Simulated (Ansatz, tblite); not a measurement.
Spin states of As₃P₅⁻ (the lowest doublet isomer of a short search), each relaxed with PBE-D4/def2-SVP in Ansatz. Electronic energies in the gas phase.

The 6-31G sets use Cartesian d functions. The xTB rows come from tblite. LC-ωPBE has ω = 0.4 bohr⁻¹. B3LYP takes the VWN-RPA correlation. Correlated methods freeze 52 core orbitals; core or outer-core shells of As are correlated, in sets that lack core-valence functions. The rows differ in basis, and correlated rows in double-zeta sets carry the largest basis error. Another isomer (doublet) lies 0.07 eV lower at PBE0-D4/def2-TZVPD.

Doublet geometry:

Cartesian coordinates in Å:
```
P 1.276 2.179 0.589
P 0.640 -1.790 -0.782
P -0.250 0.057 -1.737
P 1.230 1.628 -1.496
P -1.818 0.355 -0.138
As -0.322 0.919 1.647
As 0.698 -1.356 1.531
As -1.453 -1.994 0.386
```

Quartet geometry:

```xyz
8

P    -0.6945    2.4118   -0.3775
P     1.7387   -0.8083    0.4552
P     0.6645   -0.6468   -1.5525
P     0.7613    1.5368   -1.7903
P    -1.4776   -0.8412   -1.1421
As   -1.7526    0.6176    0.6397
As    0.2621    0.0664    2.0620
As    0.4981   -2.3362    1.7055
```

⟨S²⟩: doublet 0.76 at PBE0-D4/def2-TZVPD (pure 0.75), quartet 3.78 at PBE0-D4/def2-TZVPD (pure 3.75).

Only these spin states were relaxed. The quartet has other bonds than the doublet, so the gap mixes isomer and spin.

| level | quartet − doublet (kJ/mol) | lowest of these |
| --- | --- | --- |
| GFN1-xTB | 194.4 | doublet |
| GFN2-xTB | 136.4 | doublet |
| HF/6-31G | 10.8 | doublet |
| HF/def2-SVPD | 49.9 | doublet |
| PBE-D4/def2-TZVPD | 132.8 | doublet |
| r2SCAN-D4/def2-TZVPD | 120.4 | doublet |
| B3LYP-D4/6-31G | 92.7 | doublet |
| PBE0-D4/def2-TZVPD | 130.2 | doublet |
| r2SCAN0-D4/def2-TZVPD | 116.8 | doublet |
| LC-ωPBE/def2-TZVPD | 127.5 | doublet |
| MP2/def2-SVPD | 149.3 | doublet |

Change of the quartet − doublet gap on mixing in exact exchange, in kJ/mol: PBE to PBE0 (25 % exact exchange) -2.6; r2SCAN to r2SCAN0 (25 % exact exchange) -3.7.

The xTB methods have no spin-polarisation term.
